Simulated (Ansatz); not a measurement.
The same path of ClFH4N2Ti + H4Si (14 atoms, charge 0, multiplicity 1) was run twice with different band settings. Lost on the way: Ti1–Cl2, Si10–H14. Made: Ti1–Si10, Cl2–H14.

Computed with RKS PBE/def2-SVP in Ansatz 0.2.0.

Relaxed end points:

```xyz
14
Properties=species:S:1:pos:R:3
Ti 0.455 -0.137 -0.306
Cl 0.827 -0.434 1.879
F 1.906 0.419 -1.131
N -0.909 1.134 -0.537
H -1.803 1.000 -1.018
H -0.812 2.113 -0.241
N -0.179 -1.698 -1.098
H -0.812 -2.356 -0.625
H 0.151 -2.095 -1.985
Si -3.449 0.413 1.700
H -3.390 -0.641 0.625
H -4.643 0.135 2.573
H -3.631 1.765 1.063
H -2.197 0.381 2.526
```

```xyz
14
Properties=species:S:1:pos:R:3
Ti -0.512 0.500 -0.364
Cl -0.038 -2.062 2.817
F 0.769 1.277 0.550
N -1.181 1.417 -1.849
H -1.862 1.031 -2.516
H -1.005 2.403 -2.079
N -0.467 -1.359 -0.502
H -1.054 -1.961 -1.092
H 0.005 -1.929 0.218
Si -2.631 0.534 1.122
H -3.827 -0.111 0.449
H -2.460 -0.309 2.392
H -3.125 1.864 1.650
H -1.096 -1.298 2.628
```

Common settings: spring 5.0 eV/Å²; optimiser quadratic models (default); start path through a guess of the saddle point; force threshold 0.05 eV/Å; iteration limit 60; end points relaxed.

| run | movable images | climbing image |
| --- | --- | --- |
| 1 | 9 | yes |
| 2 | 6 | no |

Question: What does each run give, and how far can it be trusted?

Answer: Run 1: converged after 42 iterations, highest image 1.718 eV above the first end. A vibrational analysis at the climbing image gives one clearly imaginary mode, 115i cm⁻¹: a first-order saddle point.
Run 2: converged after 33 iterations, highest image 1.638 eV above the first end. No image climbed, so the highest image needn't sit at the top of the path.
The orbitals stay closed-shell, which can raise the energy where a bond breaks towards radicals; this wasn't checked here.
